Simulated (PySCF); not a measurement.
The vertical singlet excitations below were computed for one of the candidates. Theory: TDDFT B3LYP/def2-SVPD, vertical, gas phase, core orbitals frozen in the response in PySCF. Geometries: GFN2-xTB, one conformer each.

| state | E (eV) | f |
| --- | --- | --- |
| S1 | 5.05 | 0.0020 |
| S2 | 6.47 | 0.023 |
| S3 | 6.98 | 0.013 |
| S4 | 7.42 | 0.075 |
| S5 | 7.56 | 0.0061 |
| S6 | 7.68 | 0.073 |
| S7 | 7.72 | 0.023 |
| S8 | 7.79 | 0.057 |

Triplets computed (Tamm–Dancoff): 4.37, 5.08, 6.36 eV.

**Question.** Which candidate is it?
A. `CN1N=C(F)C(C#N)=N1`
B. `[H]/N=C1\CC[C@](C)(F)C1`
C. `C[C@H](N[SiH3])C(F)(F)F`

**Answer.** B. Its S1, at 5.05 eV, is the lowest among the candidates; the nearest of the others has S1 at 5.79 eV. S1 is HOMO→LUMO (99%). Löwdin shares by element: HOMO nitrogen 58%, carbon 21% or more, hydrogen 8% or more; LUMO carbon 49% or more, nitrogen 28% (atoms not listed hold the other 23%). At the same level the other candidates give, for their lowest levels:
- `Cn1nc(F)c(C#N)n1`: 5.79 eV (f 0.258); 6.02 eV (f 0.001); 6.56 eV (f 0.001); 6.62 eV (f 0.049); 6.66 eV (f 0.002); T1 4.31 eV; HOMO -8.09, LUMO -1.86 eV
- `C[C@H](N[SiH3])C(F)(F)F`: 6.02 eV (f 0.009); 6.88 eV (f 0.007); 7.10 eV (f 0.000); 7.14 eV (f 0.024); 7.23 eV (f 0.005); T1 5.78 eV; HOMO -7.15, LUMO -0.06 eV
